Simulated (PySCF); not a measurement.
Rigid-rotor lines calculated for a species of formula C7H12O (commonest isotopes; PBE0/pcSseg-1 in PySCF (dipole) on a GFN2-xTB geometry, gas phase), labelled J(Ka,Kc):

| transition | MHz |
| --- | --- |
| 1(0,1) ← 0(0,0) | 2571.7 |
| 2(1,2) ← 1(1,1) | 4834.3 |
| 2(0,2) ← 1(0,1) | 5118.9 |
| 2(1,1) ← 1(1,0) | 5452.4 |
| 1(1,1) ← 0(0,0) | 5337.1 |

(1) Find the rotational constants.

(2) What moments of inertia, asymmetry and inertial defect follow?

(3) Which dipole components do these lines need?

(4) Where do these fall, and of which type are they? 3(2,2) ← 2(1,1); 3(3,1) ← 3(2,2); 3(3,1) ← 2(2,0); 4(3,1) ← 4(2,2); 4(1,3) ← 3(2,2); 4(1,3) ← 4(0,4); 2(1,1) ← 2(1,2); 3(1,2) ← 2(1,1); 4(1,4) ← 3(1,3); 4(3,2) ← 4(2,3); 2(1,2) ← 1(0,1); 4(4,1) ← 3(3,0); 4(2,2) ← 3(1,3); 4(2,2) ← 4(2,3); 3(3,0) ← 2(2,1); 4(4,0) ← 3(3,1).

(5) Which structure gave them?

## Answers

(1) 1(0,1) ← 0(0,0) is B + C, 2(1,1) ← 1(1,0) is 3B + C and 2(1,2) ← 1(1,1) is B + 3C, so B − C is half the difference of the last two, 309.0 MHz. 1(1,1) ← 0(0,0) is A + C. A = 4205.8, B = 1440.4, C = 1131.3 MHz.

(2) I = 505379 MHz·u·Å² over each constant: Ia = 120.16, Ib = 350.87, Ic = 446.72 u·Å²; κ = (2B − A − C)/(A − C) = -0.799 (asymmetric top); Δ = Ic − Ia − Ib = -24.31 u·Å².

(3) μa and μb (a-type: ΔKa even, ΔKc odd; b-type: both odd). The calculation gives |μa| = 0.15 D, |μb| = 0.73 D, |μc| = 0.02 D.

(4) 
| transition | MHz | type | branch |
| --- | --- | --- | --- |
| 4(2,2) ← 4(2,3) | 357 | a | Q |
| 2(1,1) ← 2(1,2) | 927 | a | Q |
| 4(1,3) ← 3(2,2) | 3003 | b | R |
| 4(1,3) ← 4(0,4) | 4754 | b | Q |
| 2(1,2) ← 1(0,1) | 7600 | b | R |
| 3(1,2) ← 2(1,1) | 8163 | a | R |
| 4(1,4) ← 3(1,3) | 9623 | a | R |
| 4(3,1) ← 4(2,2) | 14330 | b | Q |
| 3(3,1) ← 3(2,2) | 14615 | b | Q |
| 4(3,2) ← 4(2,3) | 14679 | b | Q |
| 3(2,2) ← 2(1,1) | 16011 | b | R |
| 4(2,2) ← 3(1,3) | 20327 | b | R |
| 3(3,1) ← 2(2,0) | 22305 | b | R |
| 3(3,0) ← 2(2,1) | 22331 | b | R |
| 4(4,1) ← 3(3,0) | 30730 | b | R |
| 4(4,0) ← 3(3,1) | 30731 | b | R |

(5) `COC1=CCCCC1` (1-methoxycyclohexene), point group C1. Three constants can't fix a structure by themselves; this is the one that was computed:
```xyz
20
C7H12O angstrom
C      3.023    0.250   -0.150
O      1.898    0.898    0.387
C      0.662    0.351    0.153
C      0.409   -0.734   -0.569
C     -0.977   -1.272   -0.775
C     -1.971   -0.681    0.220
C     -1.789    0.830    0.288
C     -0.407    1.148    0.848
H      3.885    0.833    0.171
H      3.114   -0.773    0.230
H      2.988    0.224   -1.244
H      1.195   -1.279   -1.069
H     -1.300   -1.042   -1.797
H     -0.959   -2.362   -0.685
H     -2.991   -0.931   -0.079
H     -1.794   -1.108    1.209
H     -2.557    1.281    0.919
H     -1.885    1.250   -0.715
H     -0.173    2.209    0.739
H     -0.374    0.918    1.917
```

The values belong to one conformer (point group C1) with, in the numbering `[CH3:1][O:2][C:3]1=[CH:4][CH2:5][CH2:6][CH2:7][CH2:8]1`, C1–O2–C3–C4 -2°, C3–C4–C5–C6 -16°, C4–C5–C6–C7 47°, C5–C6–C7–C8 -65°, C6–C7–C8–C3 48°. Stationary, but not proved a minimum. No vibrational averaging or centrifugal distortion is included, and the geometry carries the error of its method. A rigid rotor knows nothing of internal rotation, which can split or shift real lines.
